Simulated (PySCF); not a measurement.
## Molecular orbitals of NaSb⁺

PW91 at R = 3.361 Å; Na cc-pVDZ, Sb cc-pVDZ-PP with ECP28; scalar-relativistic core potentials (PySCF 2.14). State: ⁴Σ⁻ (quartet), unpaired electrons σ ↑, π ↑↑. Only the outer orbitals are listed, counted within each symmetry, core potentials removing the inner ones.

```tsv
spin	orbital	occ.	ε (eV)	on Na (%)	main shells (%)
α	3π	1	-35.50	100	100 Na p
α	3π	1	-35.50	100	100 Na p
α	6σ	1	-35.50	100	100 Na p
α	7σ	1	-18.05	1	99 Sb s
α	8σ	1	-10.40	18	81 Sb p, 11 Na s
α	4π	1	-9.77	2	98 Sb p
α	4π	1	-9.77	2	98 Sb p
α	9σ	0	-6.90	93	91 Na s
α	5π	0	-4.56	97	97 Na p
α	5π	0	-4.56	97	97 Na p
β	3π	1	-35.49	100	100 Na p
β	3π	1	-35.49	100	100 Na p
β	6σ	1	-35.48	100	100 Na p
β	7σ	1	-16.24	3	97 Sb s
β	8σ	0	-8.73	32	67 Sb p, 23 Na s
β	4π	0	-7.85	4	96 Sb p
β	4π	0	-7.85	4	96 Sb p
```

Task: Which are the highest filled and the lowest empty level, where do they sit, and how wide is the gap?

Result: Highest filled α 4π at -9.77 eV (in %: 98 Sb p); lowest empty β 8σ at -8.73 eV (in %: 67 Sb p, 23 Na s); the gap at PW91 is 1.04 eV.

The bond order (Mayer) is 0.44, the ⟨S²⟩ is 3.751 and the charge on Na (Mulliken, basis-dependent) is 0.74. The charge on Na (Löwdin, basis-dependent) is 0.66 and the dipole moment (positive dipole points towards Sb; it is taken about the centre of mass and depends on that origin) is -10.53 D.

Spin–orbit coupling is left out. The state is the lowest determinant that a PBE0 search found; another state may lie lower at other levels.
